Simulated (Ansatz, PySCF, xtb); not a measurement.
Breaking a bond: LiNa, singlet.

Computed with: RCCSD = Ansatz (a first-principles code) with CCSD on RHF/aug-cc-pVDZ, frozen core; RKS-B3LYP/3-21G = restricted B3LYP/3-21G (PySCF); UMP2 = MP2 on UHF/aug-cc-pVDZ, frozen core (Ansatz); RKS-B3LYP/6-31G* = restricted B3LYP/6-31G*, spherical d (PySCF); GFN1-xTB (xtb).

Energies are in kJ/mol, each relative to the lowest point of its own curve near equilibrium.

```
R / Å  RCCSD  RKS-B3LYP/3-21G  UMP2  RKS-B3LYP/6-31G*  GFN1-xTB
-----  -----  ---------------  ----  ----------------  --------
2.31    37.3             29.9  41.8              29.1      11.6
2.49    17.5             13.5  18.8              12.1       0.5
2.62     8.4              6.1   7.6               4.9       0.0
2.73     3.6              2.3   2.2               1.5       2.4
2.81     1.5              0.7   0.7                 ?       5.2
2.93     0.0              0.0   0.0               0.0      10.8
3.04     0.2              0.9   0.6               1.2         ?
3.08     0.6              1.5   1.1               2.0      19.2
3.22     2.9              4.7   3.4               5.4      28.2
3.36     6.6              9.3   6.3              10.1      37.7
3.64    16.2             20.9  13.0              21.5      57.4
3.87    25.3             31.7     ?              31.9      76.7
4.43       ?             57.9  28.4              57.1     131.5
4.92    59.7             77.6  33.5              76.5     184.8
5.39    68.0             93.0  36.3              91.9     237.8
5.93    73.3            106.8     ?             105.8     297.0
6.33    75.5            114.8  38.7             113.8     336.9
7.19    77.6            127.1  39.4             126.1         ?
7.91    78.3            133.7  39.6             132.5     435.6
8.90    78.6            139.4  39.7             138.0         —
```

Task: What belongs in the gaps?

Result: 
- 2.81, RKS-B3LYP/6-31G*: 0.2
- 3.04, GFN1-xTB: 16.8
- 3.87, UMP2: 18.4
- 4.43, RCCSD: 46.1
- 5.93, UMP2: 38.0
- 7.19, GFN1-xTB: 403.3

Dashes: no converged value, or the column stops at the first point that the program doubted or that broke a chosen test of continuity, which isn't proof of a fault.

With two correlated electrons CCSD is exact in the basis where it finds the lowest root (RCCSD). The restricted form behind RKS-B3LYP/3-21G, RKS-B3LYP/6-31G* keeps the bonding electrons paired and can't separate into open-shell fragments. The unrestricted determinant behind UMP2 is spin-contaminated at 2.31 to 8.90 Å (<S²> up to 1.0, against 0.00 for a pure singlet).
